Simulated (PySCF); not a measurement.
Species: C₆H₃F₅.
SMILES with atom numbers: `[F:1]/[CH:2]=[CH:3]\[CH:4]=[C:5](/[F:6])[C:7]([F:8])=[C:9]([F:10])[F:11]` (hydrogens: H12 on C2; H13 on C3; H14 on C4)

All values: B3LYP/def2-SVPD (PySCF, non-relativistic), on one gas-phase PBE0-D3(BJ)/def2-SVP geometry that isn't relaxed in the solvent. The solvent is an IEF-PCM continuum (cavity from Bondi-type radii × 1.2), and excitations are vertical TDDFT with non-equilibrium linear response and a frozen core. Only the electrostatic response of the medium enters.

Gas-phase singlets (H = HOMO, L = LUMO):

```csv
state,E (eV),λ (nm),f,leading configurations
S1,4.656,266,1.020,H→L 98%
S2,5.573,222,0.003,"H-1→L 76%, H→L+3 23%"
S3,5.710,217,0.002,H→L+1 96%
S4,5.859,212,0.000,H→L+2 88%
S5,6.202,200,0.003,"H→L+4 87%, H→L+2 9%"
```

Question: What are the lowest 5 singlets in acetonitrile (ε = 35.69)?

Answer: 
| state | E (eV) | λ (nm) | f | leading configurations | change by rank (eV) |
| --- | --- | --- | --- | --- | --- |
| S1 | 4.470 | 277 | 1.118 | H→L 99% | -0.186 |
| S2 | 5.584 | 222 | 0.005 | H-1→L 78%, H→L+3 21% | +0.011 |
| S3 | 5.635 | 220 | 0.001 | H→L+1 94% | -0.075 |
| S4 | 5.777 | 215 | 0.000 | H→L+2 94% | -0.082 |
| S5 | 6.188 | 200 | 0.001 | H→L+4 96% | -0.014 |

Question: Give the list for water (ε = 78.36), n² = 1.78.

Answer: 
| state | E (eV) | λ (nm) | f | leading configurations | change by rank (eV) |
| --- | --- | --- | --- | --- | --- |
| S1 | 4.475 | 277 | 1.116 | H→L 99% | -0.181 |
| S2 | 5.585 | 222 | 0.005 | H-1→L 78%, H→L+3 21% | +0.012 |
| S3 | 5.633 | 220 | 0.001 | H→L+1 94% | -0.077 |
| S4 | 5.775 | 215 | 0.000 | H→L+2 94% | -0.084 |
| S5 | 6.187 | 200 | 0.001 | H→L+4 96% | -0.015 |

Question: The ground-state energy changes by -0.135 eV from gas to water. By how much does the total energy of gas-phase S1 change?

Answer: E(S1) = E(S0) + excitation energy, so it changes by -0.135 − 0.181 = -0.316 eV: it is lowered more than the ground state, which is what a red shift means. This is the vertical state, with the slow part of the continuum still set for S0.

Question: How do the frontier levels move from gas to water?

Answer: 
| orbital | gas (eV) | solvent (eV) | change (eV) | Löwdin shares, gas | Löwdin shares, solvent |
| --- | --- | --- | --- | --- | --- |
| LUMO+2 | 0.46 | 0.56 | +0.10 | F6 12 %, F8 12 %, C7 10 %, C3 10 % | F6 16 %, F8 15 %, C7 12 %, C5 12 % |
| LUMO+1 | 0.17 | 0.27 | +0.10 | C9 29 %, C7 17 %, F11 10 %, C5 10 % | C9 28 %, C7 17 %, F11 11 %, C5 9 % |
| LUMO | -2.03 | -1.84 | +0.19 | C2 17 %, C5 16 %, C9 15 %, C4 14 % | C2 17 %, C5 16 %, C9 15 %, C4 15 % |
| HOMO | -6.39 | -6.21 | +0.18 | C2 16 %, C4 15 %, C5 14 %, C9 12 % | C2 16 %, C4 15 %, C5 14 %, C9 12 % |
| HOMO-1 | -8.19 | -8.04 | +0.15 | C7 21 %, C3 14 %, C9 13 %, F8 12 % | C7 21 %, C3 14 %, C9 13 %, F8 12 % |
| HOMO-2 | -9.48 | -9.32 | +0.16 | C4 24 %, C3 19 %, C5 14 %, F6 13 % | C4 24 %, C3 19 %, C5 15 %, F6 13 % |
| HOMO-3 | -10.75 | -10.55 | +0.20 | F1 34 %, C2 18 %, H12 11 %, C3 10 % | F1 34 %, C2 20 %, H12 13 %, C3 11 % |

The HOMO–LUMO gap goes from 4.36 to 4.37 eV.

On an Intel Xeon 6975P-C with one thread, on a shared host, this took 34 s and 1.2 GiB of memory at its peak. This is the whole response run at B3LYP/def2-SVPD in water, SCF included.

The values belong to the conformer `[F:1]/[CH:2]=[CH:3]\[CH:4]=[C:5](/[F:6])[C:7]([F:8])=[C:9]([F:10])[F:11]`: C2–C3–C4–C5 180°, C4–C5–C7–F8 0°.
